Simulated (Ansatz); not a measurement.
`N[SiH2]N[SiH](N)Cl` + H–F → `N[SiH](F)Cl` + `N[SiH2]N`  (ligand exchange at the Si–N bond)

Gas-phase electronic energies from Ansatz, PBE0-D4/def2-TZVP geometries. CCSD(T)/CBS adds triple-zeta CCSD(T) − MP2 to the extrapolated MP2 energy (def2 sets, frozen cores). This one scheme is used for every species. DFT in def2-TZVPP. B3LYP here is the variant with VWN-RPA as its local correlation; programs differ in this. Each species was taken in one conformer, which may not be the lowest.

```tsv
level	ΔE (eV)
B3LYP-D4	-0.69
r2SCAN	-0.78
PBE0	-0.74
CCSD/def2-TZVPP	-0.71
```

Task: What does CCSD(T)/CBS give? (Best estimate.)

Result: Computed: -0.67 eV. The listed levels differ from it by -0.02, -0.11, -0.07, -0.04 eV.

Largest T1 diagnostic among the species: 0.010.

The D4 term adds +0.19 eV with B3LYP and +0.11 eV with PBE0; it sums over pairs of atoms, weighted by their polarisabilities, and B3LYP, whose exchange is more repulsive, gets the larger term. In def2-TZVPP, CCSD(T) changes the Hartree–Fock value by +0.29 eV (the triples alone add +0.05 eV) and MP2 by +0.32 eV.
